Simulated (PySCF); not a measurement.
Species: C₇H₆F₂O.
Numbering: `[F:1][CH:2]([F:3])[C@:4]12[CH:5]=[CH:6][C@H:7]([CH:8]=[CH:9]1)[O:10]2` (hydrogens: H11 on C2; H12 on C5; H13 on C6; H14 on C7; H15 on C8; H16 on C9)

Cartesian coordinates in Å at the GFN2-xTB level; atoms count from 1:
```xyz
16
C7H6F2O angstrom
F      2.6145    1.1441   -0.2605
C      2.0500   -0.0840   -0.2785
F      2.6238   -0.7724    0.7388
C      0.5468   -0.0146   -0.0998
C     -0.0345    1.1012    0.7839
C     -1.2815    1.2386    0.3667
C     -1.4398    0.2059   -0.7551
C     -1.4105   -1.1562   -0.0530
C     -0.1624   -1.3013    0.3590
O     -0.1341    0.2335   -1.3251
H      2.3190   -0.5719   -1.2273
H      0.5199    1.5965    1.5534
H     -2.0638    1.8855    0.7054
H     -2.2116    0.3768   -1.4970
H     -2.2627   -1.7930    0.0649
H      0.3194   -2.0798    0.9128
```

The closed-shell SCF was solved with PySCF and density fitting under several settings on one GFN2-xTB geometry (grid level 2 and gas phase unless stated).

```tsv
settings	basis functions	SCF cycles	E (Eh)	HOMO (eV)	LUMO (eV)	dipole (D)
PBE0/pcSseg-1	200	14	-544.5279	-6.83	-1.07	2.62
PBE0/def2-SVPD	257	15	-544.2115	-6.88	-1.16	2.72
```

Problem. Estimate the row for these settings: X3LYP/pcSseg-1, damping 0.3 at the start, DIIS from the seventh cycle.

Solution. 
```json
{"settings": "X3LYP/pcSseg-1, damping 0.3 at the start, DIIS from the seventh cycle", "basis functions": "200", "SCF cycles": "15", "E (Eh)": "-544.9019", "HOMO (eV)": "-6.62", "LUMO (eV)": "-1.15", "dipole (D)": "2.62"}
```

Problem. Over all rows, what range does the HOMO–LUMO gap span?

Solution. From 5.47 eV (X3LYP/pcSseg-1, damping 0.3 at the start, DIIS from the seventh cycle) to 5.76 eV (PBE0/pcSseg-1). The functional of the narrowest has 22 % exact exchange, that of the widest 25 % exact exchange.

Problem. And the dipole moment?

Solution. From 2.62 D to 2.72 D; the largest is 1.04 times the smallest, and the median is 2.62 D.

Problem. Compare two rows with the functional PBE0: PBE0/pcSseg-1 and PBE0/def2-SVPD. Which energy is lower, and by how much?

Solution. PBE0/pcSseg-1 (200 functions) lies 0.3164 Eh or 199 kcal/mol below PBE0/def2-SVPD (257 functions). The smaller set gives the lower energy; the two sets aren't nested, so the variational bound doesn't order them by size.

Whole jobs, the steps after the SCF included, on one thread of an AMD EPYC 9R45, shared host:

```json
{"settings": "PBE0/pcSseg-1", "work after the SCF": "shieldings, ring-centre shieldings, charges and field gradients, density and orbital grids written", "wall time": "24 s", "peak memory": "0.92 GiB"}
{"settings": "PBE0/def2-SVPD", "work after the SCF": "6 singlets by full TDDFT, 2 Tamm–Dancoff triplets, polarisability, density and orbital grids written", "wall time": "35 s", "peak memory": "1.0 GiB"}
{"settings": "X3LYP/pcSseg-1, damping 0.3 at the start, DIIS from the seventh cycle", "work after the SCF": "shieldings, ring-centre shieldings, charges and field gradients", "wall time": "24 s", "peak memory": "0.90 GiB"}
```

Cycle counts include a coarse-grid stage where the run had one.

One conformer stands for the species.
